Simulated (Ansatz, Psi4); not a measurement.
Interaction energy of H2 ··· H4OSi (SMILES [H][H] and O[SiH3]). Monomers: optimised at B3LYP-D3(BJ) (def2-TZVP), held rigid. Orientation: a random orientation, not optimised. Only R, the distance of the centres of mass, is varied, so the lowest point isn't the relaxed dimer.

Geometry at R = 3.57 Å (first 2 atoms: monomer A):
```
8

H      0.3719     0.0000     0.0000
H     -0.3719     0.0000     0.0000
Si    -1.1999     2.0560     2.2436
O     -0.2026     3.2700     2.7560
H     -2.4369     1.9831     3.0603
H     -0.5293     0.7335     2.3075
H     -1.5410     2.3782     0.8444
H      0.1338     3.2407     3.6545
```

Methods: SAPT0/jun-cc-pVDZ, frozen core (Psi4); CCSD(T)/aug-cc-pVTZ = CCSD(T) on RHF/aug-cc-pVTZ, frozen core, counterpoise-corrected (Ansatz, a quantum-chemistry and plane-wave program).

Interaction energies in kJ/mol:

| R / Å | SAPT0/jun-cc-pVDZ |
|---|---|
| 2.90 | 43.46 |
| 3.12 | 23.56 |
| 3.36 | 11.56 |
| 3.57 | 5.94 |
| 3.79 | 2.80 |
| 3.98 | 1.38 |
| 4.34 | 0.28 |
| 4.54 | 0.08 |
| 5.14 | -0.06 |
| 5.79 | -0.04 |
| 6.68 | -0.01 |
| 8.09 | 0.00 |

### Question
What does CCSD(T)/aug-cc-pVTZ give at the same points?

### Answer
2.90: 39.76; 3.12: 19.67; 3.36: 8.30; 3.57: 3.39; 3.79: 0.92; 3.98: -0.04; 4.34: -0.55; 4.54: -0.55; 5.14: -0.32; 5.79: -0.15; 6.68: -0.05; 8.09: -0.01 (kJ/mol).
